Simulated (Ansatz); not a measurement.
Input file for Ansatz (a first-principles code): U-CCSD(T)/aug-cc-pVQZ on LiN+, 2S+1 = 4, a spin state set in the input, which need not be the lowest, a point of a bond scan (R = 2.234 Å). Charge +1.

Ansatz 0.2 input:
```yaml
crystal:
  periodic: [false, false, false]
  atoms:
    - {symbol: Li, position_ang: [0.00000000, 0.00000000, 0.00000000]}
    - {symbol: N, position_ang: [0.00000000, 0.00000000, 2.23361600]}
basis:
  gaussian:
    orbitals: aug-cc-pVQZ
    pivot_positions_ang: [[0.00000000, 0.00000000, 0.00000000], [0.00000000, 0.00000000, 2.23361600]]
total_charge: 1
magnetization: {spin_polarized: true, initial_magnetization: 3}
correlation: {method: ccsd_t, electrons: outside_noble_gas}
output: {orbitals: {seedname: ./end}}
```

Question: What total energy does the run end on?

Answer: -61.7698 hartree (reference determinant -61.6483, T1 diagnostic 0.009).

Question: How many basis functions does it have, and what does it roughly cost on one machine?

Answer: 160 functions; about 19 core-seconds (a rough figure).
